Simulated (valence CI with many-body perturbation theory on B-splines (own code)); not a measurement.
# Run record, Ga25+

Computed by relativistic CI+MBPT: four valence electrons over a frozen Dirac-Fock core [He], radial functions for each j: 11 s, 11 p, 9 d, 7 f, 5 g, 2 h, 1 i, with the one-electron correlation potential Σ1 (screened to all orders), the two-electron term Σ2, the three-electron term Σ3, Breit, model QED; selected single and double excitations, second order for the rest (own B-spline code, finite nucleus).

Command, and the settings that its task file holds:

```sh
python run_cv.py task.json out
```

```
atom Ga  Z=31  mass_number=69  rms_radius_fm=3.9973
core [He]
valence 2s2 2p2
avg = 1
basis = L
breit = 1
cap = 40000
capref = 1200
cscale = 1
de = 0.0
dress = 0
eps = 2e-08
h = 0.27
hh = 1
l2 = 3
lcore = 6
maxit = 60
n2 = 5
natural = 1
nlev = 60
nno = [7, 7, 6, 5, 4, 2, 1]
nroot = 26
nsp = [4, 4, 3, 2, 1, 0, 0]
pt2 = 1
qed = 1
rpa = 1
s1 = 1
s2 = 1
s3 = 1
screen = 1
tol = 2e-05
```

It took 4.3 min on 1 thread of Arm Neoverse V2, with other jobs on the host.

Log. The first blocks belong to the next ion, which gives the ionisation energy. Fields: 2J, parity (1 odd), roots, reference size, generating configurations, candidates as configurations/state functions, variational space P, stored matrix elements, Davidson steps; e2 is the range of second-order energies in hartree. The first line gives the box (bohr), its intervals, the orbitals and the steps of their self-consistent field. Window is the range of levels sought, series limit the energy at which the first omitted orbital would enter, core excitation an estimate of the first excitation out of the core, left out the lowest levels not solved, and shifts from estimates the range by which levels moved from their first estimate, all in cm⁻¹.

```
rmax 3.2 intervals 58 orbitals 81 references ['2s2 2p2', '2s 2p3', '2p4'] scf 3 t 0.5
2J=1 par=1 roots 2 ref 40 generators 2 cand 2895/4152 P 1796/2735 nnz 1.5e+06 it 5
2J=1 par=1 roots 2 ref 40 generators 4 cand 2724/3593 P 2123/3223 nnz 2e+06 it 5
   second order: generators 9 cand 5704/8421 e2 -0.00002 -0.00001
reference levels 672, estimated 473, window 12579887 1/cm; series limit 17427873, core excitation 75984569
2J=0 par=0 roots 12 ref 38 generators 17 cand 19548/32678 P 5412/8000 nnz 3.6e+06 it 7
2J=0 par=0 roots 12 ref 38 generators 22 cand 21664/36087 P 13935/23069 nnz 2.4e+07 it 6
   second order: generators 49 cand 40931/72331 e2 -0.00005 -0.00000
2J=2 par=0 roots 19 ref 83 generators 20 cand 25085/92212 P 2634/7999 nnz 5.2e+06 it 13
2J=2 par=0 roots 19 ref 83 generators 23 cand 30426/118211 P 11261/39999 nnz 7.9e+07 it 10
   second order: generators 52 cand 55835/228887 e2 -0.00056 -0.00011
2J=4 par=0 roots 20 ref 93 generators 21 cand 27987/131795 P 2433/7996 nnz 5.8e+06 it 9
2J=4 par=0 roots 20 ref 93 generators 24 cand 31103/146120 P 9717/39994 nnz 8.5e+07 it 11
   second order: generators 59 cand 63233/356387 e2 -0.00158 -0.00025
2J=4 par=1 roots 20 ref 100 generators 22 cand 27971/131610 P 2279/8000 nnz 6.1e+06 it 8
2J=4 par=1 roots 20 ref 100 generators 25 cand 31145/145862 P 9324/40000 nnz 8.7e+07 it 9
   second order: generators 64 cand 68556/383900 e2 -0.00115 -0.00025
2J=2 par=1 roots 20 ref 94 generators 23 cand 25157/92358 P 2810/8000 nnz 5.3e+06 it 8
2J=2 par=1 roots 20 ref 94 generators 26 cand 27595/100568 P 11649/39995 nnz 8e+07 it 9
   second order: generators 59 cand 54643/224596 e2 -0.00044 -0.00009
2J=6 par=1 roots 11 ref 70 generators 15 cand 27176/140767 P 2403/7999 nnz 6e+06 it 10
2J=6 par=1 roots 11 ref 70 generators 16 cand 27485/154073 P 8806/39999 nnz 9.6e+07 it 10
   second order: generators 46 cand 62457/427548 e2 -0.00066 -0.00024
2J=0 par=1 roots 8 ref 37 generators 13 cand 18446/30692 P 5130/7999 nnz 3.8e+06 it 5
2J=0 par=1 roots 8 ref 37 generators 14 cand 16333/27066 P 11969/19525 nnz 1.9e+07 it 6
   second order: generators 34 cand 36320/64721 e2 -0.00005 -0.00001
2J=6 par=0 roots 11 ref 63 generators 12 cand 27071/140636 P 2287/7993 nnz 5.9e+06 it 10
2J=6 par=0 roots 11 ref 63 generators 13 cand 28661/153732 P 8338/39994 nnz 9.8e+07 it 9
   second order: generators 38 cand 57646/373964 e2 -0.00087 -0.00033
2J=8 par=1 roots 4 ref 36 generators 6 cand 15670/84302 P 2291/7998 nnz 6.3e+06 it 4
2J=8 par=1 roots 4 ref 36 generators 8 cand 21275/136256 P 7679/37299 nnz 1.1e+08 it 5
   second order: generators 20 cand 36845/244584 e2 -0.00011 -0.00006
2J=8 par=0 roots 5 ref 31 generators 5 cand 16809/101367 P 2184/7990 nnz 6.7e+06 it 10
2J=8 par=0 roots 5 ref 31 generators 6 cand 19183/116885 P 7551/39998 nnz 1.3e+08 it 10
   second order: generators 23 cand 45319/323280 e2 -0.00012 -0.00005
2J=10 par=0 roots 2 ref 11 generators 2 cand 8732/47820 P 2112/7995 nnz 8e+06 it 4
2J=10 par=0 roots 2 ref 11 generators 3 cand 10970/70345 P 4510/21834 nnz 5.6e+07 it 5
   second order: generators 8 cand 22891/162290 e2 -0.00007 -0.00005
left out: unestimated 16639962, estimated 13246174, shifts from estimates -120 to 465
operators 0.2
```

The Davidson iterations converged.

No measured spectrum was set against this ion. As an estimate, levels of excited configurations hold to 0.05 to 0.15 % of their energy, terms of the ground configuration to about 0.5 %. Among the levels kept, up to 270 cm⁻¹ of a level comes from second order outside the variational space, and about a tenth of that is noise between levels of different J, which matters for small intervals.

```yaml
Valence_energy: -407.3743 hartree
Ionisation_energy: "2547.7 eV (NIST: 2543.9 ± 2 eV (semi-empirical))"
Reference_configurations_for_the_orbitals: 2s2 2p2, 2s 2p3, 2p4
Radial_orbitals: 81
Box_radius: 3.242 bohr
Largest_variational_space: 40000
Lowest_levels: 2s2 2p2 3P_0 0, 2s2 2p2 3P_1 186800, 2s2 2p2 3P_2 251100, 2s2 2p2 1D_2 491870, 2s2 2p2 1S_0 651630, 2s 2p3 5S°_2 769520, 2s 2p3 3D°_1 1098800, 2s 2p3 3D°_2 1124000, 2s 2p3 3D°_3 1194900, 2s 2p3 3P°_0 1335500, 2s 2p3 3P°_1 1359500, 2s 2p3 3P°_2 1401400, 2s 2p3 3S°_1 1527800, 2s 2p3 1D°_2 1635800 cm⁻¹
```

Names give the largest LS component (configuration and term), which can be under half, so a name can repeat, a term be missing and a line seem to break the LS rules; names also repeat where a configuration has a term twice.
